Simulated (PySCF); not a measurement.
These are PBE-D3(BJ)/def2-TZVP // r2SCAN-D4/def2-SVP in PySCF values and carry that method's errors. All species are isolated molecules in the gas phase. One relaxed conformer stands for a flexible species; it need not be the lowest. 

Reference species: [Ti(OH)(H)3] (neutral, multiplicity 1).

```json
{
 "HOMO": "-6.91 eV",
 "LUMO": "-3.50 eV"
}
```

Changed species: [Ti(H)4] (4 of 4 OH replaced by H; the reference has 3 of 4 OH replaced by H).

**Question.** What does the change do to the HOMO and LUMO?

**Answer.** the HOMO decreases by 0.52 eV, to -7.43 eV; the LUMO decreases by 0.79 eV, to -4.29 eV.
